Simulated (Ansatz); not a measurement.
Geometry optimisation, RKS r2SCAN-D4/6-31G* (Ansatz).

input.yaml

```yaml
crystal:
  periodic: [false, false, false]
  atoms:
    - { symbol: Si, position_ang: [0.025559, -0.052684, 0.154372] }
    - { symbol: H, position_ang: [0.065459, -0.242592, 1.61106] }
    - { symbol: Si, position_ang: [2.266868, 0.053196, 0.107252] }
    - { symbol: H, position_ang: [2.787972, -1.216245, 0.701653] }
    - { symbol: H, position_ang: [2.980437, 0.256752, -1.192074] }
    - { symbol: H, position_ang: [2.686735, 1.163349, 1.016395] }
    - { symbol: C, position_ang: [-0.873052, 1.543885, -0.298255] }
    - { symbol: H, position_ang: [-1.941742, 1.474995, -0.059142] }
    - { symbol: H, position_ang: [-0.459511, 2.401516, 0.245132] }
    - { symbol: H, position_ang: [-0.78281, 1.751655, -1.371542] }
    - { symbol: C, position_ang: [-0.738635, -1.550245, -0.702517] }
    - { symbol: H, position_ang: [-1.793021, -1.667305, -0.421951] }
    - { symbol: H, position_ang: [-0.692691, -1.441681, -1.793291] }
    - { symbol: H, position_ang: [-0.213367, -2.474695, -0.435093] }
basis:
  gaussian: { orbitals: "6-31G*" }
hamiltonian:
  xc: r2scan
  dispersion: d4
relax:
  f_tol: 0.03
  max_steps: 50
```

Run as:

```bash
$ ansatz run input.yaml --threads 2 --pin off --max-ram 3072MiB --backend cpu --events-out ev --progress --plain --runs-dir out
```

Problem. Where does it end, and by what steps?

Solution. The run converged. After 7 steps the energy has fallen by 0.198 eV; H2 moved furthest, 0.46 Å.

```json
{"step": "0", "energy less start (eV)": "0.0000", "largest force component (eV/Å)": "1.285", "accepted": "yes"}
{"step": "1", "energy less start (eV)": "-0.1332", "largest force component (eV/Å)": "0.304", "accepted": "yes"}
{"step": "2", "energy less start (eV)": "-0.1629", "largest force component (eV/Å)": "0.196", "accepted": "yes"}
{"step": "3", "energy less start (eV)": "-0.1843", "largest force component (eV/Å)": "0.318", "accepted": "yes"}
{"step": "4", "energy less start (eV)": "-0.1085", "largest force component (eV/Å)": "0.859", "accepted": "no"}
{"step": "5", "energy less start (eV)": "-0.1940", "largest force component (eV/Å)": "0.237", "accepted": "yes"}
{"step": "6", "energy less start (eV)": "-0.1969", "largest force component (eV/Å)": "0.057", "accepted": "yes"}
{"step": "7", "energy less start (eV)": "-0.1975", "largest force component (eV/Å)": "0.006", "accepted": "yes"}
```

```xyz
14
Properties=species:S:1:pos:R:3
Si -0.039 -0.077 0.314
H -0.365 -0.284 1.761
Si 2.292 0.054 0.111
H 2.959 -1.196 0.583
H 2.692 0.261 -1.315
H 2.852 1.192 0.900
C -0.837 1.533 -0.270
H -1.928 1.490 -0.159
H -0.474 2.393 0.306
H -0.615 1.721 -1.328
C -0.700 -1.543 -0.678
H -1.788 -1.628 -0.571
H -0.476 -1.428 -1.746
H -0.254 -2.488 -0.344
```

Time of the run: 23 s on 2 threads of AMD EPYC 7B13 (Zen 3), with other jobs on the host, peak memory 0.18 GiB.
